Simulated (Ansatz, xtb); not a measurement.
## A geometry optimisation of FH3SbSi− with r2SCAN-D4/def2-SVPD

The starting geometry of this gas-phase singlet has its atoms placed at random.

```xyz
6

F    -0.9986    0.1664   -0.4185
Sb   -0.1294    1.5906   -1.3916
Si    1.8398   -0.5377    0.6101
H    -1.3571    1.1601   -0.6022
H    -0.3598    1.6276    0.9327
H     1.3846    0.3247   -1.5753
```

**Question.** One run relaxed it with r2SCAN-D4/def2-SVPD. What is a likely outcome?

**Answer.** It loosens into H2SbSi + FH, which stay close as a complex (formulas without charges). Distances that change by over a tenth: F1–H4 (1.07 → 0.96 Å). Contacts that open: F1–Sb2 (1.93 → 3.55 Å), Sb2–H4 (1.52 → 2.62 Å), Sb2–H6 (1.98 → 2.93 Å). Contacts that close: Sb2–Si3 (3.52 → 2.47 Å), Sb2–H5 (2.34 → 1.74 Å), Si3–H6 (2.39 → 1.55 Å).

The energy falls by 9.84 eV over 23 steps:

```csv
step,E − E(last) (eV)
1,9.843
3,5.140
6,2.169
8,1.022
11,0.171
13,0.029
16,0.002
18,0.001
21,0.000
23,0.000
```

Final geometry (Å):

```xyz
6

F    -2.0443   -0.4220   -0.6726
Sb    0.3829    2.1699   -0.6331
Si    1.5288    0.0637   -0.0269
H    -1.2812    0.1514   -0.5957
H     0.0791    2.6500    1.0097
H     1.7141   -0.2813   -1.5262
```

From the same start GFN2-xTB ends elsewhere, at `F[SiH-][SbH2]`.

From so rough a start the end depends on the optimiser's path, so another program may land elsewhere. The end wasn't checked by frequencies. Atoms past krypton carry core potentials, without spin–orbit terms. Run with Ansatz 0.2.0, 3.7 min on 1 thread of AMD EPYC (Zen 3), with other jobs on the host.
